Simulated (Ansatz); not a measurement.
Isomers of Cs₃I₂⁺ (singlet), relaxed with r2SCAN-D4/def2-SVP; total energies from Ansatz at CCSD(T)/def2-TZVP.

```
isomer                               description  energy (Eh)
     A          point group D3h; 6 × Cs–I 3.74 Å   -654.34321
     B  point group C2v; 5 × Cs–I 3.56 to 3.85 Å   -654.33550
```

In the def2 sets Cs, I take a core potential; there is no spin–orbit coupling. Correlated methods freeze 8 core orbitals; core or outer-core shells of Cs, I are correlated, in sets that lack core-valence functions.

The isomers come from a short search, and lower ones may exist.

Q: Work out the relative energies (1 Eh = 2625.5 kJ/mol) and the Boltzmann populations at 1200 K from electronic energies alone (R = 8.314 J/mol/K).

A: ΔE: A 0.0, B 20.2 kJ/mol. RT = 9.98 kJ/mol. Factors exp(−ΔE/RT): A 1, B 0.132; sum 1.132. Populations: A 88.3 %, B 11.7 %. Zero-point energy, vibrational entropy and symmetry numbers are left out and can shift these; an error of 4 kJ/mol changes a ratio by a factor of 1.5. Over the other density-functional and correlated levels in def2 sets, the gap between A and B ranges from 20 to 25 kJ/mol.
